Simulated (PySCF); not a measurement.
**[Bi3]3+ at several levels of theory**

Computed with PySCF 2.14.0 (density fitting, no spin-orbit coupling) at the geometry relaxed with PBE0:

```xyz
3
[Bi3]3+ (singlet)
Bi    0.0000    0.0000    2.8318
Bi    0.0000    0.0000    0.0000
Bi    0.0000    0.0000   -2.8318
```

```tsv
level	basis	state	HOMO (eV)	gap (eV)	charge on Bi1 (e)	dipole about the centre of mass (D)	largest force component (eV/Å)
PBE0	Bi def2-SVP with ECP60	singlet	-20.20	1.80	1.30	0.00	0.00
TPSS	the same	singlet	-19.69	0.88	1.27	0.00	0.41
HF	the same	singlet	-20.81	4.82	1.42	0.00	0.64
M06-L	the same	singlet	-19.50	0.95	1.32	0.00	0.65
PBE0	Bi def2-TZVP with ECP60	singlet	-20.17	1.85	1.29	0.00	0.23
PBE0	Bi x2c-SVPall	singlet	-20.27	1.81	1.30	0.00	0.54
```

Charges are Mulliken's, which hang on the basis. The relaxation used the grid (50, 194), these runs (75, 302) or, all-electron (x2c bases, spin-free X2C Hamiltonian), (99, 590).

(1) What does BP86 with Bi def2-SVP with ECP60 give here?

A frequency check found unstable modes (2, the lowest at -16 cm⁻¹), so the relaxed geometry is a saddle point, or these are noise. The gap of the closed shell is small, and it wasn't tested for a lower spin-broken solution at this geometry.

Small gap, closed shell not tested for a spin-broken solution: TPSS, BP86, M06-L, PBE0 (small-core/TZVP), PBE0 (x2c-SVP).

Answers

(1) state singlet, HOMO (eV) -19.87, gap (eV) 0.86, charge on Bi1 (e) 1.27, dipole about the centre of mass (D) 0.00, largest force component (eV/Å) 0.54. Time: 3.4 s on 2 threads of Arm Neoverse V1, with other jobs on the host, from an already converged density.
